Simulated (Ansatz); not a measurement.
Relaxation of C2H7ClSSi2 (13 atoms, charge 0, multiplicity 1), to a largest force component of 0.02 eV/Å in at most 40 steps.

These are results of Ansatz, UKS r2SCAN/STO-3G, not measurements.

```xyz
13
Properties=species:S:1:pos:R:3:forces:R:3
C -2.129 0.059 -0.969 -2.48 2.15 -0.01
S -1.390 1.368 0.035 0.79 0.40 0.47
Si -0.107 0.233 1.317 -2.72 -0.24 0.64
Si 2.008 -0.454 -0.457 0.68 -2.79 -3.40
C 1.636 0.518 0.966 0.11 2.71 0.42
Cl 2.728 0.194 2.347 1.43 -0.55 1.92
H -1.411 -0.437 -1.572 1.07 -1.30 -0.79
H -2.845 0.600 -1.671 0.79 -0.89 0.83
H -2.726 -0.587 -0.314 0.08 -0.64 -0.39
H -0.589 -1.153 1.499 0.55 0.31 -0.53
H 1.816 -1.937 -0.255 -0.23 1.32 0.03
H 1.255 -0.040 -1.682 0.14 -0.18 1.03
H 1.774 1.601 0.771 -0.21 -0.31 -0.23
```

**Question.** Where does it end, and by what steps?

**Answer.** It converged. The force dipped under the threshold on the way, but the program's further checks kept it going. Limits of this set-up: minimal basis. After 15 steps the energy has fallen by 0.897 eV; H10 moved furthest, 0.87 Å.

```
step  energy less start (eV)  largest force component (eV/Å)  accepted
   0                  0.0000                           3.399       yes
   1                 -0.6902                           1.368       yes
   2                 -0.8606                           0.433       yes
   3                 -0.8800                           0.222       yes
   4                 -0.8844                           0.091       yes
   5                 -0.8866                           0.089       yes
   6                 -0.8898                           0.044       yes
   7                 -0.8921                           0.113       yes
   8                 -0.8937                           0.087       yes
   9                 -0.8959                           0.048       yes
  10                 -0.8963                           0.044       yes
  11                 -0.8966                           0.049       yes
  12                 -0.8968                           0.037       yes
  13                 -0.8970                           0.013       yes
  14                 -0.8971                           0.012       yes
  15                 -0.8972                           0.010       yes
```

```xyz
13
Properties=species:S:1:pos:R:3
C -2.378 0.121 -0.886
S -1.214 1.365 -0.222
Si -0.154 0.136 1.163
Si 2.331 -0.454 -0.435
C 1.692 0.571 1.011
Cl 2.624 0.179 2.586
H -1.857 -0.715 -1.378
H -3.013 0.617 -1.634
H -3.035 -0.292 -0.105
H -0.284 -1.244 0.689
H 2.049 -1.846 -0.111
H 1.433 -0.129 -1.537
H 1.825 1.657 0.870
```

Whether the end is a true minimum wasn't checked by a vibrational analysis.

Run time: 3.9 min on 1 thread of Arm Neoverse V2, on a shared host, peak memory 0.26 GiB.
